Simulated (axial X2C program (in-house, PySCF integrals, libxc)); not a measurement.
Spin–orbit effects down a group: molecules with I (ions), PBE0

Calculated with an axial X2C code built on PySCF integrals, spin-free (one-electron X2C) or two-component (2c: spin–orbit coupling with atomic mean-field Coulomb and Gaunt terms, which also bring small scalar terms), in Dyall basis sets with cores contracted in-house; open shells are unrestricted.

Basis sets: H dyall-v3z, I dyall-cv3z, K dyall-cv3z, Li dyall-cv3z, Na dyall-cv3z, Rb dyall-cv3z.

| molecule | spin-free state | Re (Å) | ωe (cm⁻¹) | De (eV) | 2c state | Re 2c (Å) | ωe 2c (cm⁻¹) | De 2c (eV) |
| --- | --- | --- | --- | --- | --- | --- | --- | --- |
| HI⁺ | M_S = 1/2, Λ = 1 | 1.635 | 2220.9 | 3.30 | Ω = 3/2 | 1.638 | 2202.3 | 3.23 |
| LiI⁺ | M_S = 1/2, Λ = 1 | 2.706 | 299.7 | 0.70 | Ω = 3/2 | 2.709 | 299.0 | 0.75 |
| NaI⁺ | M_S = 1/2, Λ = 1 | 3.080 | 141.3 | 0.44 | Ω = 3/2 | 3.082 | 141.3 | 0.49 |
| KI⁺ | M_S = 1/2, Λ = 1 | 3.547 | 84.8 | 0.25 | Ω = 3/2 | 3.550 | 84.9 | 0.30 |
| RbI⁺ | M_S = 1/2, Λ = 1 | 3.728 | 59.4 | 0.21 | Ω = 3/2 | 3.729 | 59.5 | 0.25 |

Work out the shifts from the spin-free to the two-component result.



| molecule | 2c state | ΔRe (Å) | Δωe (cm⁻¹) | ΔDe (eV) |
| --- | --- | --- | --- | --- |
| HI⁺ | Ω = 3/2 | 0.003 | -18.6 | -0.07 |
| LiI⁺ | Ω = 3/2 | 0.003 | -0.7 | 0.05 |
| NaI⁺ | Ω = 3/2 | 0.002 | 0.0 | 0.05 |
| KI⁺ | Ω = 3/2 | 0.003 | 0.1 | 0.05 |
| RbI⁺ | Ω = 3/2 | 0.001 | 0.1 | 0.04 |

Shifts of one unit in the last digit are rounding.

Fragments in 2c: I+ + H, I + Li+, I + Na+, I + K+, I + Rb+. Each entry is the lowest single determinant of a limited PBE0 search at one distance. De goes to single-determinant-based atoms at the same level (for ions the charge split of lowest energy) and is withheld (n/a) where an atom does not fit its ground term or J level. Main or longest-lived isotopes. One determinant is a doubtful description, or other states lie close, for NaI⁺, KI⁺, RbI⁺; these need not be ground states, and all values refer to the states named. The functionals have no current term, which raises determinants with orbital currents. Where the atoms have a lower orbital projection than the molecule, De at mean-field level may be about a tenth of an eV too small.
